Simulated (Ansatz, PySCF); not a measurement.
CH5FOSi2, SMILES F[Si@H]1CO[SiH2]1. Atoms are numbered in the order given.

```xyz
10

F     -1.4377     1.5832    -0.7454
Si    -0.6881     0.6194     0.3351
C     -0.7482    -1.2584    -0.0550
O      0.6552    -1.5559    -0.0043
Si     1.5105    -0.0877     0.0249
H     -1.1964     1.0223     1.6796
H     -1.2909    -1.8822     0.6758
H     -1.1658    -1.4785    -1.0544
H      2.1989     0.2274    -1.2638
H      2.5231    -0.0599     1.1216
```

The structure is a stationary point at PBE0-D3(BJ)/def2-SVP. The structure was generated by enumeration; whether it is a known compound was not checked.

Two levels are set side by side: PBE-D3(BJ)/def2-SVP (Ansatz, a first-principles code) and PBE0-D3(BJ)/def2-SVP (Ansatz). Each level has its own optimised geometry; the coordinates shown are those of the second. Frequencies come from the Hessian of PySCF at each geometry. Differences are taken from unrounded values.

```csv
quantity,PBE0-D3(BJ),PBE-D3(BJ),PBE-D3(BJ) minus PBE0-D3(BJ)
mean bond length (Å),1.570,1.584,0.013
bond F1–Si2 (Å),1.630,1.646,0.016
bond Si2–C3 (Å),1.919,1.932,0.013
bond Si2–Si5 (Å),2.330,2.341,0.010
bond C3–O4 (Å),1.436,1.452,0.016
bond O4–Si5 (Å),1.699,1.721,0.021
bond Si2–H6 (Å),1.493,1.506,0.013
bond C3–H7 (Å),1.104,1.112,0.008
bond C3–H8 (Å),1.105,1.114,0.009
bond Si5–H9 (Å),1.495,1.508,0.013
bond Si5–H10 (Å),1.493,1.504,0.011
highest harmonic wavenumber (cm⁻¹),3110,3013,-98
mean harmonic wavenumber (cm⁻¹),1111,1069,-42
zero-point energy (kcal/mol),38.13,36.67,-1.45
```

GGA bonds tend to be longer and softer than those of functionals with exact exchange. Differences between two approximate levels are no errors against the true value.
